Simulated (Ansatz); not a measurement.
Consider the formal hydrolysis of a B–F bond: `FB1N[SiH2]1` + H₂O → `OB1N[SiH2]1` + H–F.

Isolated molecules relaxed with PBE0-D4/def2-TZVP in Ansatz; ΔE leaves out vibrations. CCSD(T)/CBS is the MP2 limit (def2-TZVPP, def2-QZVPP) plus CCSD(T) − MP2 in def2-TZVPP, frozen cores. This one scheme is used for every species. DFT in def2-TZVPP. One conformer a species, not always the lowest.

| species | revPBE-D4 energy (Eh) |
| --- | --- |
| `FB1N[SiH2]1` | -470.78011 |
| H₂O | -76.44108 |
| `OB1N[SiH2]1` | -446.75784 |
| H–F | -100.45779 |

Question: Work out ΔE.

Answer: ΔE = (-446.75784) + (-100.45779) − (-470.78011) − (-76.44108) = 0.00556 Eh = +14.6 kJ/mol. CCSD(T)/CBS gives +16.2 kJ/mol.

Question: What do rigid-rotor, harmonic-oscillator terms from PBE0-D4/def2-TZVP frequencies (298.15 K, 1 bar) make of the CCSD(T)/CBS value? (Estimate.)

Answer: Ansatz gave: ΔZPE = -0.3 kJ/mol, ΔH = +15.6 kJ/mol, ΔS = -11 J/(mol·K), ΔG = +18.9 kJ/mol.

Largest T1 diagnostic among the species: 0.014.

Leaving LDA and LC-ωPBE aside and taking each functional with its dispersion term where it has one, the values, not all of them listed here, spread over 6.9 kJ/mol, from revPBE-D4 to B97M-V. LDA lies −4.7 kJ/mol from PBE without D4. In def2-TZVPP, CCSD(T) changes the Hartree–Fock value by −7.6 kJ/mol (the triples alone add −1.1 kJ/mol) and MP2 by −10.3 kJ/mol.
